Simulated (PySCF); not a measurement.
C3H3, doublet (typed; the unrestricted solution is spin-contaminated), at a GFN2-xTB geometry. Base run: HF/pcseg-1 run with PySCF.

PySCF was given this input:
```python
from pyscf import gto, scf

mol = gto.M(
    atom='''
C     0.001404   -0.018997    0.109188
C     0.016848   -0.227990    1.310390
C    -0.015720    0.212717   -1.222609
H     0.030126   -0.407665    2.343087
H     0.899848    0.246266   -1.784816
H    -0.945169    0.367019   -1.740084
''',
    basis='pcseg-1',
    charge=0,
    spin=1,
    verbose=4,
)

mf = scf.UHF(mol)
mf.kernel()
mo_i, mo_e, stable_i, stable_e = mf.stability(internal=True, external=True, return_status=True, nroots=6, tol=1e-6)
print('internally stable:', stable_i, ' externally stable:', stable_e)
if not stable_i:
    umf = mf.copy()
    umf.scf_summary = {}
    umf.kernel(umf.make_rdm1(mo_i, mf.mo_occ))
mf.analyze()
```

The bond that is stretched is that between atoms 5 and 3. A test that says stable can miss a lower solution.

Variants of this job, named by their change:

```
change       ΔE vs base (eV)  <S^2>  E after following the instability (Eh)  <S^2> there   stability test says
-----------  ---------------  -----  --------------------------------------  -----------  --------------------
base                    0.00  0.940                                       -            -                stable
bond × 1.25             0.86  0.966                                       -            -                stable
bond × 1.5              2.23  1.197                                       -            -                stable
bond × 1.8              4.18  0.936                              -115.07257         1.37  internal instability
bond × 2.2              5.92  0.915                              -115.05428         1.74  internal instability
bond × 3.0              4.92  0.750                              -115.05998         1.69  internal instability
```

On stretching, the SCF can end on different states; <S^2> shows the spin contamination of each.
